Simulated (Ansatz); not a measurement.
Program: Ansatz. Geometries: PBE0-D4/def2-TZVP. ΔE: electronic, gas phase. CBS: MP2 limit from def2 TZ/QZ plus the TZ coupled-cluster correction, frozen cores. This one scheme is used for every species. DFT in def2-TZVPP. Elements past krypton have def2 core potentials. For I outer-core shells are correlated without core-valence functions, which leaves a few kJ/mol of doubt a bond. One conformer a species, not always the lowest.

`[CH3][AlH][N]=C=O` + HI → `[CH3][AlH][I]` + `N=C=O`  (ligand exchange at the Al–N bond)

```json
{"level": "PBE-D4", "ΔE (kJ/mol)": "-16.4"}
{"level": "MP2/def2-QZVPP", "ΔE (kJ/mol)": "-13.7"}
{"level": "HF/CBS(def2)", "ΔE (kJ/mol)": "0.0"}
{"level": "MP2/CBS(def2)", "ΔE (kJ/mol)": "-16.7"}
```

Question: What does CCSD(T)/CBS give? (Estimate.)

Answer: Computed: -11.8 kJ/mol. The listed levels differ from it by -4.6, -1.9, 11.8, -4.9 kJ/mol.

Largest T1 diagnostic among the species: 0.018.

Leaving LDA and LC-ωPBE aside and taking each functional with its dispersion term where it has one, the values, not all of them listed here, spread over 16.7 kJ/mol, from PBE-D4 to CAM-B3LYP-D4. At CCSD(T), def2-SVP lies +13.1 kJ/mol from the extrapolated value and def2-TZVPP +6.4 kJ/mol.
